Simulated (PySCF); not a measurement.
Compound: C6H9N3O.
Bonds: C1–C2, C2–N3, N3–C4 (aromatic), C4–C5 (aromatic), C5–C6, C6–C7, C6–O8 (double), C5–N9 (aromatic), N9–N10 (aromatic), N3–N10 (aromatic). Hydrogens: H11, H12, H13 on C1; H14, H15 on C2; H16 on C4; H17, H18, H19 on C7.

Level: PBE0/pcSseg-1 in PySCF, non-relativistic, on one gas-phase PBE0-D3(BJ)/def2-SVP geometry that isn't relaxed in the solvent. The solvent is an IEF-PCM continuum (van der Waals radii × 1.2). Only the electrostatic response of the medium enters.

Gas phase at PBE0/pcSseg-1: HOMO -7.39 eV, LUMO -1.22 eV, dipole 3.97 D.

Q: What does the continuum do to the energy, the frontier levels and the dipole at PBE0/pcSseg-1 in benzene and acetonitrile?

A: 
```
     solvent      ε  E(solvent) − E(gas) (kcal/mol)  polarisation term (kcal/mol)  distortion of the solute (kcal/mol)  HOMO (eV)  LUMO (eV)  dipole (D)
     benzene  2.271                           -4.85                         -5.25                                 0.40      -7.53      -1.28        4.46
acetonitrile  35.69                          -10.45                        -12.38                                 1.93      -7.70      -1.36        5.05
```

Polarisation term: ½ Σ q·V over the induced surface charges. Distortion: the rise of the solute's own energy as its density leaves the gas-phase optimum. From benzene to acetonitrile the lowering changes by a factor 2.15, Onsager's factor (ε − 1)/(2ε + 1) by 2.09 and ε itself by 15.7.

Q: Which radius a makes the point-dipole formula ΔE = −[(ε − 1)/(2ε + 1)]·μ²/a³ give the value in acetonitrile, with the gas-phase dipole?

A: μ = 1.563 au and |ΔE| = 0.01665 Eh give a = 2.18 Å; the farthest nucleus lies 4.57 Å from the centroid of the nuclei, so such a sphere wouldn't even hold the nuclei. The formula assumes a rigid point dipole at the centre of a sphere.

Q: Which Hirshfeld charges (PBE0/pcSseg-1) respond most in acetonitrile (means over atoms taken as equivalent)?

A: 
| atoms | environment | gas (e) | solvent (e) | change |
| --- | --- | --- | --- | --- |
| O8 | ketone oxygen | -0.249 | -0.285 | -0.036 |
| N9 | pyridine-type nitrogen | -0.126 | -0.157 | -0.031 |
| N10 | pyridine-type nitrogen | -0.073 | -0.097 | -0.024 |
| C4 | aromatic CH next to a ring nitrogen | -0.004 | +0.014 | +0.018 |
| H16 | aromatic hydrogen | +0.079 | +0.097 | +0.018 |
| N3 | pyrrole-type nitrogen | +0.051 | +0.062 | +0.011 |
| H14/H15 | methylene hydrogen | +0.057 | +0.065 | +0.008 |
| C2 | sp3 carbon bound to nitrogen | -0.004 | +0.002 | +0.006 |
| H17/H18/H19 | methyl hydrogen | +0.053 | +0.057 | +0.004 |
| C5 | substituted aromatic carbon | -0.014 | -0.018 | -0.004 |
| C6 | ketone carbonyl carbon | +0.155 | +0.159 | +0.004 |
| H11/H12/H13 | methyl hydrogen | +0.049 | +0.052 | +0.003 |

Conformer computed: `[CH3:1][CH2:2][n:3]1[cH:4][c:5]([C:6]([CH3:7])=[O:8])[n:9][n:10]1`: C1–C2–N3–C4 80°, C4–C5–C6–C7 178°.
